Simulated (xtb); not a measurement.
Si(H)(Cl)2(OH) (Cl2H2OSi), SMILES Cl[SiH](Cl)O. All values are semi-empirical tight-binding results from xtb (GFN2-xTB unless named), good for trends rather than for accurate numbers. Geometry: GFN2-xTB. The values are those of a single conformer.

Optimised geometry:

```xyz
6

Si     0.4159    -0.3740     0.0000
O     -0.2653    -1.8371     0.0000
Cl    -0.1270     0.6660     1.6378
Cl    -0.1270     0.6660    -1.6378
H      1.8230    -0.6972     0.0000
H     -1.2042    -2.0140     0.0000
```
Charge 0, spin multiplicity 1.

```json
{
  "point_group_as_xtb_finds_it": "Cs",
  "orbital_gap": "6.95 eV",
  "dipole_moment": "1.51 D",
  "zero_point_energy": "15.4 kcal/mol",
  "G − E(el) at 298.15 K (modified RRHO)": "-3.6 kcal/mol",
  "static polarisability (D4 model)": "63.9 bohr³",
  "solvation energy, GFN2-xTB/ALPB(water)": "-5.2 kcal/mol",
  "solvation energy, GFN2-xTB/ALPB(acetone)": "-6.6 kcal/mol"
}
```

Computed atomic charges and the Wiberg bond orders between heavy atoms:
charges (e) Si1 0.57, O2 -0.44, Cl3 -0.22, Cl4 -0.22, H5 -0.02, H6 0.33. Bond orders Si1–O2 1.22, Si1–Cl3 1.08, Si1–Cl4 1.08.
